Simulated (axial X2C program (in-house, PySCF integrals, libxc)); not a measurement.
## Spin–orbit effects along a row: molecules with Na, HF

Calculated with an axial X2C code built on PySCF integrals, spin-free (one-electron X2C) or two-component (2c: spin–orbit coupling with atomic mean-field Coulomb and Gaunt terms, which also bring small scalar terms), in Dyall basis sets with cores contracted in-house; open shells are unrestricted.

Basis sets: Ag dyall-cv3z, I dyall-cv3z, In dyall-cv3z, Na dyall-cv3z, Rb dyall-cv3z, Rh dyall-cv3z, Ru dyall-cv3z, Sb dyall-cv3z, Sn dyall-cv3z, Te dyall-cv3z.

```csv
molecule,spin-free state,Re (Å),ωe (cm⁻¹),De (eV),2c state,Re 2c (Å),ωe 2c (cm⁻¹),De 2c (eV)
NaRb,"M_S = 0, Λ = 0",3.856,101.0,-0.07,Ω = 0,3.855,101.0,-0.07
NaRu,"M_S = 3/2, Λ = 0",3.057,116.3,0.04,Ω = 3/2,3.058,116.4,n/a
NaRh,"M_S = 1, Λ = 2",3.068,114.9,0.23,Ω = 3,3.067,115.0,n/a
NaAg,"M_S = 0, Λ = 0",2.827,170.3,0.34,Ω = 0,2.827,170.2,0.34
NaIn,"M_S = 0, Λ = 0",3.315,146.0,-0.07,Ω = 0,3.295,144.5,n/a
NaSn,"M_S = 3/2, Λ = 0",2.959,182.7,0.81,Ω = 3/2,2.963,182.0,n/a
NaSb,"M_S = 1, Λ = 0",2.978,192.9,0.31,Ω = 1,2.974,193.8,0.31
NaTe,"M_S = 1/2, Λ = 1",2.842,235.1,1.15,Ω = 3/2,2.845,233.7,n/a
NaI,"M_S = 0, Λ = 0",2.754,252.9,2.41,Ω = 0,2.756,251.9,2.11
```

Task: Work out the shifts from the spin-free to the two-component result.

Result: 

```tsv
molecule	2c state	ΔRe (Å)	Δωe (cm⁻¹)	ΔDe (eV)
NaRb	Ω = 0	-0.001	0.0	0.00
NaRu	Ω = 3/2	0.001	0.1	n/a
NaRh	Ω = 3	-0.001	0.1	n/a
NaAg	Ω = 0	0.000	-0.1	0.00
NaIn	Ω = 0	-0.020	-1.5	n/a
NaSn	Ω = 3/2	0.004	-0.7	n/a
NaSb	Ω = 1	-0.004	0.9	0.00
NaTe	Ω = 3/2	0.003	-1.4	n/a
NaI	Ω = 0	0.002	-1.0	-0.30
```

Shifts of one unit in the last digit are rounding.

Each entry is the lowest single determinant of a limited PBE0 search at one distance. De goes to single-determinant-based atoms at the same level (for ions the charge split of lowest energy) and is withheld (n/a) where an atom does not fit its ground term or J level. Main or longest-lived isotopes. One determinant is a doubtful description, or other states lie close, for NaRu, NaRh, NaIn, NaSn, NaSb; these need not be ground states, and all values refer to the states named. Some open-shell Ω = 0 determinants are out of reach, so the Ω given for NaSb need not be the lowest component. With several unpaired electrons the Ω given is that of one determinant, not necessarily of the lowest component.
